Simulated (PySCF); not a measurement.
**Structure from NMR data**

The spectra below were simulated for a compound C₅H₆ClFO.

1H NMR (400 MHz, computed): δ 2.75 (m, 1H), 1.82 (m, 3H), 1.80 (m, 1H), 1.32 (m, 1H).

13C{1H} NMR (computed): δ 183.6 (C), 88.5 (C), 39.1 (CH), 27.8 (CH2), 17.1 (CH3).

PySCF 2.14.0 with density-fitted response routines calculation with GFN2-xTB geometry and PBE0/pcSseg-1 with gauge-including orbitals; rapidly exchanging positions averaged, a single conformation, no solvent model, non-relativistic Hamiltonian.

Shifts are taken against calculated references (same method and geometry level): TMS for 1H, 13C.

Task: Which of these isomers gave the spectra?
A. CO[C@@H]1C=C(F)[C@@H]1Cl
B. C[C@@]1(F)C[C@H]1C(=O)Cl
C. C/C(F)=C(/C)C(=O)Cl

Result: B. 

1. Rings plus π bonds: 2 (1 ring in the answer).
2. 5 carbon signals for 5 carbons: no two carbons are equivalent.
3. Carbon types of the structure: 2 × C, 1 × CH, 1 × CH2, 1 × CH3, which accounts for all hydrogens.
4. δC 183.6: carbonyl carbon.
5. δC 88.5, 39.1, 27.8: three-membered-ring carbon.
6. δC 17.1: methyl carbon; saturated and bonded to C and H only.
7. δH 2.75, 1.80, 1.32: hydrogen on a three-membered-ring carbon.
8. δH 1.82: hydrogen on a methyl carbon.

The others: CO[C@@H]1C=C(F)[C@@H]1Cl has carbons computed at 167.7, 120.5, 74.0, 70.2, 58.7, with a different DEPT pattern; C/C(F)=C(/C)C(=O)Cl would give 2 signals for carbon-bound and other non-exchanging H, not 4.

Carbons that carry Cl, above all several Cl atoms, come out too deshielded, partly because spin–orbit coupling is missing. Splittings by 19F in the carbon and heteronuclear signals aren't shown, as no couplings were computed. Shifts are as computed. Against solution values, carbons near 30 ppm lie about +3 ppm off and those near 130 ppm about +5 ppm; carbons on Cl a further +6 ppm. Of 1211 compounds with measured shifts, 218 miss one by over three times the rms of a fit or turn the order of signals round; such compounds aren't used in these exercises. No couplings were computed; multiplicities are counted from neighbouring protons, with m where these are inequivalent, close in shift, in a saturated or five-membered ring or joined by F or P, and br s for small geminal =CH2 splittings.
